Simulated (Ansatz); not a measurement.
`CB(Cl)[SeH]` + `N=C=O` → `CB(Cl)N=C=O` + H₂Se at 700 K and 1 bar (ligand exchange at a B–Se bond).

Calculated with Ansatz (gas phase, PBE0-D4/def2-TZVP geometries, no zero-point term in ΔE). CBS: MP2 limit from def2 TZ/QZ plus the TZ coupled-cluster correction, frozen cores. This one scheme is used for every species. For Se outer-core shells are correlated without core-valence functions, which leaves a few kJ/mol of doubt a bond. Scalar relativity is left out up to krypton. One conformer a species, not always the lowest.

```tsv
species	CCSD(T)/CBS energy (Eh)	H − E (kJ/mol)	S (J/(mol·K))
`CB(Cl)[SeH]`	-2925.81492	195.3	426.9
`N=C=O`	-168.51995	89.3	283.6
`CB(Cl)N=C=O`	-692.44878	218.4	467.9
H₂Se	-2401.89790	61.1	251.1
```

H − E and S are ideal-gas, rigid-rotor, harmonic terms from PBE0-D4/def2-TZVP, for one conformer and one mirror image of each species. 1 Eh = 2625.50 kJ/mol, R = 8.31446 J/(mol·K).

Task: By hand: ΔE, ΔH, ΔS and ΔG.

Result: ΔE = (-692.44878) + (-2401.89790) − (-2925.81492) − (-168.51995) = -0.01181 Eh = -31.0 kJ/mol. Δ(H − E) = 218.4 + 61.1 − 195.3 − 89.3 = -5.1, so ΔH = -36.1 kJ/mol. ΔS = 467.9 + 251.1 − 426.9 − 283.6 = 8.5 J/(mol·K). ΔG = -36.1 − 700 × (8.5)/1000 = -42.1 kJ/mol.

Task: By hand: the equilibrium constant, and the temperature at which ΔG would vanish if ΔH and ΔS stayed fixed.

Result: log₁₀ K = −ΔG/(RT ln 10) = 3.1. ΔH and −TΔS have one sign here, so there is no such temperature.

The number of gas molecules stays the same, so ΔS is small and ΔH decides. A doubt of 5 kJ/mol in ΔE shifts log₁₀ K by 0.4 here. Other conformers and mirror images would add mixing entropy, several J/(mol·K) or more a flexible species. Modes under 60 cm⁻¹, often nearly free rotors, make the harmonic entropy too high. These are equilibria of isolated gas molecules and say nothing of rates. Largest T1 diagnostic: 0.018 (customary marks: 0.02 for closed shells, 0.045 for open ones).

ΔS is within the doubt of such terms, so its sign, and with it that verdict, could turn.
